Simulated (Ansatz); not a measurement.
# Match the barriers

Saddle point of Si₂H₇ClO, singlet (Si₂H₆O ([OH][SiH2][SiH3]) + HCl → SiH₃ClO ([OH][SiH2][Cl]) + SiH₄; bonds formed: Si1–Cl7, Si2–H6; bonds broken: Si1–Si2, H6–Cl7), PBE0-D4/def2-TZVP structure:

```json
{"atom": "Si1", "x (Å)": "-0.6842", "y (Å)": "0.6863", "z (Å)": "-0.2908"}
{"atom": "Si2", "x (Å)": "0.6653", "y (Å)": "-1.4176", "z (Å)": "0.1868"}
{"atom": "H3", "x (Å)": "-1.1221", "y (Å)": "0.7501", "z (Å)": "-1.6923"}
{"atom": "H4", "x (Å)": "-1.6391", "y (Å)": "-0.2468", "z (Å)": "0.4152"}
{"atom": "O5", "x (Å)": "-0.6969", "y (Å)": "2.0044", "z (Å)": "0.6727"}
{"atom": "H6", "x (Å)": "0.9750", "y (Å)": "0.2022", "z (Å)": "-0.4958"}
{"atom": "Cl7", "x (Å)": "1.5224", "y (Å)": "1.6196", "z (Å)": "-1.1907"}
{"atom": "H8", "x (Å)": "0.4456", "y (Å)": "-1.4661", "z (Å)": "1.6513"}
{"atom": "H9", "x (Å)": "-0.2714", "y (Å)": "-2.3009", "z (Å)": "-0.5487"}
{"atom": "H10", "x (Å)": "2.0747", "y (Å)": "-1.7447", "z (Å)": "-0.1471"}
{"atom": "H11", "x (Å)": "-1.2691", "y (Å)": "1.9135", "z (Å)": "1.4392"}
```

Program: Ansatz 0.2.0. Basis: def2-TZVPP, with def2-QZVPP for the basis limit. Cores are frozen in the correlated methods. Extrapolation: Hartree–Fock as exp(−7.88 √X), correlation as X^−2.97. Four methods, as single points on the PBE0-D4 structures, gave these electronic barriers from the start structure: 1.235, 1.326, 1.690, 2.281 eV.

**Question.** The methods were, in alphabetical order, BHLYP-D4, BLYP-D4, HF, r2SCAN-D4. Which gave which? (Judge from chemistry; the calculation decides.)

**Answer.** Computed: r2SCAN-D4 1.235; BLYP-D4 1.326; BHLYP-D4 1.690; HF 2.281 eV. For comparison, CCSD(T) at an estimated basis limit (MP2 extrapolated from triple and quadruple zeta, plus CCSD(T) − MP2 in triple zeta) gives 1.553 eV.

T1 diagnostic: at most 0.014.

Labels in which every atom is bracketed show which atoms are joined, not bond orders.

For scale, one of the runs: CCSD(T)/def2-TZVPP, 255 basis functions (an equivalent command: `ansatz run in.yaml --threads 4`). Hardware: 4 CPU threads, shared host. Wall time 2.2 min; peak host memory 5.2 GiB.
